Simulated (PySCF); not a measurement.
Computed structure and properties of GdH3(NH3)

System: GdH3(NH3) (singlet in the valence; each metal's 4f electrons, 7 of them, lie in its core potential, out of spins and levels); start: template (C3v). Method: PySCF 2.14.0, RKS PBE0, Gd lcecp-1-SVP with ECP53, H def2-SVP, N def2-SVP; non-relativistic Hamiltonian with scalar-relativistic core potentials where named; density fitting; no spin-orbit coupling.

Input of the relaxation:

```python
mol = gto.M(atom='''
Gd     0.13655    -0.13655     0.13655
H      1.41395     1.14085     1.41395
H     -1.14085    -1.41395     1.41395
H      1.41395    -1.41395    -1.14085
N     -1.32555     1.32555    -1.32555
H     -1.93875     1.93875    -0.78855
H     -0.78855     1.93875    -1.93875
H     -1.93875     0.78855    -1.93875''',
    basis={'Gd': 'lcecp-1-SVP', 'H': 'def2-SVP', 'N': 'def2-SVP'},
    ecp={'Gd': 'lcecp-1-SVP'},
    charge=0, spin=0)
mf = dft.RKS(mol, xc='PBE0')
mf.grids.atom_grid = (50, 194)  # f atoms: unpruned, at least (60, 302)
mf = mf.density_fit()  # fitting sets: Gd AutoAux, H def2-universal-JKFIT, N def2-universal-JKFIT
mf.conv_tol = 1e-08; mf.max_cycle = 55
mf.kernel(dm0)  # dm0: converged density of the start geometry
# quasi-Newton relaxation in Cartesian coordinates to a largest gradient under 0.00045 Eh/bohr, steps kept in the point group
```

Run from Python with OMP_NUM_THREADS=2; the lines above give its settings. Where DIIS fails, smearing, a level shift and second-order steps follow.
It took 31 s on 2 threads of Arm Neoverse V1 (shared host), from the converged density of the start.

Course of the relaxation:

```tsv
step	energy above end (eV)	largest force component within the symmetry (eV/Å)
0	0.3714	0.976
1	0.1840	0.673
2	0.0237	0.075
3	0.0187	0.065
4	0.0055	0.053
5	0.0032	0.056
6	0.0016	0.064
7	0.0006	0.050
8	0.0002	0.025
9	0.0001	0.008
10	0.0000	0.003
```

Relaxed geometry (C3v):

```xyz
8

Gd    0.2366   -0.2366    0.2366
H     1.2156    1.2835    1.2156
H    -1.2835   -1.2156    1.2156
H     1.2156   -1.2156   -1.2835
N    -1.2193    1.2193   -1.2193
H    -1.8303    1.8303   -0.6724
H    -0.6724    1.8303   -1.8303
H    -1.8303    0.6724   -1.8303
```

```
     contact      Å
  Gd1–H2 (H)  2.056
  Gd1–H3 (H)  2.056
  Gd1–H4 (H)  2.056
Gd1–N5 (NH3)  2.522
```

On the finer grid (75, 302):

```json
{
  "HOMO": "-6.21 eV",
  "LUMO": "-0.51 eV",
  "Dipole about the centre of mass": "5.68 D",
  "Set of Mulliken populations of Gd1 outside the core potential": "s 2.62, p 6.49, d 1.23, f 0.02",
  "D3(BJ) dispersion energy (not in the energies)": "-0.105 eV"
}
```

| atom | Mulliken (e) | Löwdin (e) | spin (e) |
| --- | --- | --- | --- |
| Gd1 | 0.63 | 0.35 | 0.00 |
| H2 | -0.28 | -0.22 | 0.00 |
| H3 | -0.28 | -0.22 | 0.00 |
| H4 | -0.28 | -0.22 | 0.00 |
| N5 | -0.32 | -0.03 | 0.00 |
| H6 | 0.17 | 0.11 | 0.00 |
| H7 | 0.17 | 0.11 | 0.00 |
| H8 | 0.17 | 0.11 | 0.00 |

The 4f levels lie in the core potential and are missing. Their spin isn't counted.

On the grid (50, 194), as all that follows. Harmonic modes: a minimum within the noise of the softest modes; lowest 36 cm⁻¹ (negative: unstable), highest 3606 cm⁻¹, zero-point energy 1.378 eV.

Taking off one H (charge -1, singlet; the rest: singlet) in vacuum, both parts rigid, costs 8.89 eV; the small basis without counterpoise inflates it. Most of it is the attraction of opposite charges; other ways to part are cheaper, and one spin state was tried for the rest.

Rigid scan of H along the line from its metal:

(distance to H2 (Å), energy (eV)): (1.76, 0.445), (1.86, 0.177), (1.96, 0.040), (2.06, 0.000), (2.16, 0.032), (2.26, 0.115), (2.46, 0.380), (2.76, 0.887), (3.16, 1.585), (3.66, 2.364)

Taking off one NH3 (charge 0, singlet; the rest: singlet) in vacuum, both parts rigid, costs 1.51 eV; the small basis without counterpoise inflates it.

Rigid scan of NH3 along the line from its metal:

(distance to N5 (Å), energy (eV)): (2.22, 0.337), (2.32, 0.129), (2.42, 0.028), (2.52, 0.000), (2.62, 0.021), (2.72, 0.072), (2.92, 0.224), (3.22, 0.478), (3.62, 0.767), (4.12, 1.019)

One start shape was tried, so this needn't be the lowest isomer.

An lcecp potential fixes the number of 4f electrons, so in runs with it no electron can move into or out of that shell.
